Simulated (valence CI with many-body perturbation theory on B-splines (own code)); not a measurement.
E1 line list for Sn18+

Method: valence CI with perturbative core correlation (CI+MBPT): four valence electrons over a frozen Dirac-Fock core [Ar] 3d10, a basis of 11 s, 11 p, 10 d, 8 f, 5 g, 2 h functions for each j, with the one-electron correlation potential Σ1, the two-electron term Σ2, the three-electron term Σ3, Breit, model QED; selected CI, second order for the rest, scaled by the run's own slope (own B-spline code, finite nucleus).

No measured levels were compared; by estimate levels hold to about 250 cm⁻¹ or 0.2 % of their energy and the worst to 1 %, as in measured heavy ions of charge 2 to 7; those with d or f electrons hold less well. Among the levels kept, up to 560 cm⁻¹ of a level comes from second order outside the variational space, and about a tenth of that is noise between levels of different J, which matters for small intervals.

Lines 201 to 250 of 569 in falling wavelength, among levels below 1732000 cm⁻¹, chosen from the strongest by gf and those to the six lowest levels. Wavelengths and rates use the calculated energies, so an error of 1000 cm⁻¹ moves a line at 16.70 nm by 0.17 % and its rate by three times that or more. Electric multipoles are in the length gauge, E1 and E2 with the static RPA response of the core. Weak lines are less certain than strong ones. Lines between different terms over intervals too small for the method are left out, as are lines whose strength nearly cancels. Where a level lies close to another of its J and parity, the split of strength between their lines is uncertain. The highest levels of a list are the least certain.

Names give the largest LS component (configuration and term), which can be under half, so a name can repeat, a term be missing and a line seem to break the LS rules; names also repeat where a configuration has a term twice. Letters in brackets count levels of one name in rising energy.

| λ vac (nm) | Upper | Lower | A (s⁻¹) | log gf | Branch % |
| --- | --- | --- | --- | --- | --- |
| 16.70 | 4s 4p2 4d 5P_3 | 4s 4p3 3D°_3 | 1.60e+10 | -0.33 | 12.2 |
| 16.66 | 4s 4p 4d2 5G°_4 | 4s 4p2 4d 5F_3 [b] | 9.51e+09 | -0.45 | 62.6 |
| 16.64 | 4s 4p 4d2 5G°_5 | 4s 4p2 4d 5F_5 | 8.95e+09 | -0.39 | 42.0 |
| 16.62 | 4s2 4d2 3P_2 | 4s2 4p 4d 1F°_3 | 2.39e+10 | -0.30 | 8.0 |
| 16.53 | 4s2 4p 4f 1F_3 | 4s2 4p 4d 1F°_3 | 4.09e+10 | 0.07 | 14.3 |
| 16.52 | 4s 4p2 4f 5D°_3 [a] | 4s 4p2 4d 5D_4 | 8.89e+09 | -0.59 | 7.9 |
| 16.50 | 4s 4p 4d2 3D°_2 | 4s 4p2 4d 3F_2 [b] | 1.08e+10 | -0.66 | 7.7 |
| 16.47 | 4s2 4p 4d 3F°_3 | 4s2 4p2 1D_2 | 2.18e+10 | -0.21 | 99.2 |
| 16.47 | 4s 4p2 4d 3F_3 [a] | 4s 4p3 3D°_2 | 1.05e+10 | -0.52 | 15.0 |
| 16.45 | 4s 4p2 4d 5F_3 [a] | 4s 4p3 5S°_2 | 1.20e+10 | -0.47 | 91.6 |
| 16.40 | 4s 4p 4d2 5G°_5 | 4s 4p2 4d 5D_4 | 9.08e+09 | -0.39 | 42.7 |
| 16.39 | 4s 4p2 4d 3D_3 [b] | 4s 4p3 1D°_2 | 2.10e+10 | -0.23 | 13.2 |
| 16.37 | 4s 4p2 4d 3P_2 [a] | 4s 4p3 3D°_2 | 4.35e+10 | -0.06 | 49.8 |
| 16.37 | 4s2 4p 4d 1D°_2 | 4s2 4p2 3P_2 | 2.02e+10 | -0.39 | 11.1 |
| 16.35 | 4p3 4d 3G°_3 | 4p4 3P_2 | 1.14e+10 | -0.50 | 26.3 |
| 16.33 | 4p3 4d 3D°_1 [b] | 4p4 3P_0 | 2.62e+10 | -0.50 | 34.1 |
| 16.32 | 4s 4p2 4d 3P_2 [c] | 4s 4p3 1P°_1 | 2.91e+10 | -0.24 | 10.7 |
| 16.32 | 4s 4p3 1P°_1 | 4s2 4p2 3P_1 | 2.06e+10 | -0.61 | 18.4 |
| 16.31 | 4s 4p 4d2 5P°_2 | 4s 4p2 4d 5P_1 | 1.27e+10 | -0.60 | 7.0 |
| 16.29 | 4s2 4d2 3F_3 | 4s2 4p 4d 3D°_3 | 1.41e+10 | -0.41 | 5.5 |
| 16.28 | 4s 4p2 4d 3P_0 [a] | 4s 4p3 3P°_1 | 5.51e+10 | -0.66 | 46.3 |
| 16.28 | 4s 4p 4d2 3G°_3 | 4s 4p2 4d 3G_3 | 9.74e+09 | -0.57 | 10.4 |
| 16.27 | 4s 4p2 4d 3D_1 [b] | 4s 4p3 1D°_2 | 3.28e+10 | -0.41 | 30.2 |
| 16.23 | 4s2 4p 4f 3G_4 [b] | 4s2 4p 4d 3D°_3 | 7.52e+09 | -0.57 | 3.9 |
| 16.17 | 4s 4p 4d2 5D°_3 | 4s 4p2 4d 5P_3 | 1.57e+10 | -0.37 | 12.4 |
| 16.16 | 4s 4p2 4f 3G°_3 | 4s 4p2 4d 3F_2 [a] | 8.04e+09 | -0.66 | 10.3 |
| 16.15 | 4s 4p2 4f 3G°_3 | 4s 4p2 4d 5D_4 | 8.02e+09 | -0.66 | 10.3 |
| 16.14 | 4s 4p2 4d 3P_1 [c] | 4s 4p3 3S°_1 | 1.81e+10 | -0.67 | 10.1 |
| 16.12 | 4s 4p2 4d 3D_3 [d] | 4s 4p3 3P°_2 | 1.51e+10 | -0.39 | 23.5 |
| 16.11 | 4s2 4p 4f 3F_4 | 4s2 4p 4d 1F°_3 | 1.39e+10 | -0.31 | 3.8 |
| 16.11 | 4s 4p 4d2 5F°_3 | 4s 4p2 4d 5P_2 | 8.30e+09 | -0.65 | 3.6 |
| 16.09 | 4s 4p2 4f 5D°_3 [a] | 4s 4p2 4d 5F_3 [b] | 7.88e+09 | -0.67 | 7.0 |
| 16.08 | 4s 4p2 4d 3P_2 [b] | 4s 4p3 3S°_1 | 3.81e+10 | -0.13 | 19.1 |
| 16.08 | 4p3 4d 3P°_2 [a] | 4p4 3P_1 | 1.06e+10 | -0.69 | 7.5 |
| 16.07 | 4p3 4d 3F°_3 [b] | 4p4 1D_2 | 1.11e+10 | -0.52 | 7.9 |
| 16.04 | 4s2 4p 4f 3F_3 | 4s2 4p 4d 1F°_3 | 1.70e+10 | -0.34 | 5.0 |
| 16.04 | 4s 4p2 4f 5D°_4 | 4s 4p2 4d 5F_4 | 2.54e+10 | -0.05 | 27.7 |
| 16.03 | 4s 4p2 4d 3F_4 [a] | 4s 4p3 3D°_3 | 1.17e+10 | -0.39 | 84.8 |
| 16.02 | 4s 4p2 4f 5D°_3 [b] | 4s 4p2 4d 3F_3 [a] | 7.28e+09 | -0.71 | 5.0 |
| 15.99 | 4s 4p2 4d 3F_2 [b] | 4s 4p3 3D°_3 | 1.26e+10 | -0.62 | 13.5 |
| 15.94 | 4s2 4p 4d 3D°_3 | 4s2 4p2 3P_2 | 2.57e+10 | -0.16 | 11.6 |
| 15.94 | 4s2 4p 4d 3P°_1 | 4s2 4p2 3P_2 | 3.50e+10 | -0.40 | 18.6 |
| 15.93 | 4s 4p2 4d 3D_2 [a] | 4s 4p3 1D°_2 | 1.62e+10 | -0.51 | 12.8 |
| 15.93 | 4s 4p2 4d 3S_1 | 4s 4p3 3P°_2 | 8.91e+10 | 0.01 | 65.6 |
| 15.93 | 4s 4p2 4d 3P_2 [a] | 4s 4p3 3D°_1 | 1.76e+10 | -0.48 | 20.1 |
| 15.90 | 4s 4p2 4f 5G°_2 [a] | 4s 4p2 4d 5D_2 | 1.05e+10 | -0.70 | 8.6 |
| 15.86 | 4s2 4d2 3F_3 | 4s2 4p 4d 1D°_2 | 7.85e+09 | -0.68 | 3.0 |
| 15.86 | 4p3 4d 3F°_2 [c] | 4p4 1D_2 | 1.90e+10 | -0.45 | 20.3 |
| 15.86 | 4s2 4p 4d 3P°_2 [a] | 4s2 4p2 1D_2 | 5.08e+10 | -0.02 | 35.4 |
| 15.83 | 4s2 4p 4f 3G_3 [a] | 4s2 4p 4d 3P°_2 [a] | 1.54e+10 | -0.39 | 9.1 |

(1) How does gf follow from A for the line at 16.02 nm?

Results:

(1) gf = 1.4992 × (2J+1)_upper × A / σ², with σ = 624366 cm⁻¹ and 2J+1 = 7: gf = 0.196.
